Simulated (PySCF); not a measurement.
**Xe⁺: excitation energy**

Xe⁺ [Kr] 4d10 5s2 5p5 (2P) → Xe⁺ [Kr] 4d10 5s1 5p6 (2S), as a difference of total energies. All numbers are calculated (PySCF 2.14, the spin-free X2C one-electron Hamiltonian (Gaussian nucleus), in x2c-TZVPPall (8s6p4d2f, 60 functions)). Correlated levels: valence: [Kr] 4d10 frozen. The calculations carry no spin-orbit coupling.

| method | excitation energy (cm⁻¹) |
| --- | --- |
| UHF | 120130 |
| MP2 (valence) | 105890 |
| SCS-MP2 (valence) | 104230 |
| CCSD (valence) | 93720 |
| CCSD(T) (valence) | 88343 |

Errors of the correlated levels include the incompleteness of this basis and the frozen core.

The coupled-cluster amplitudes are large for the upper state (T1 above 0.03 or a double amplitude above 0.15), so a single reference is strained.

For comparison: 87362 cm⁻¹ (measured; NIST levels, between the centres of gravity of the two terms).
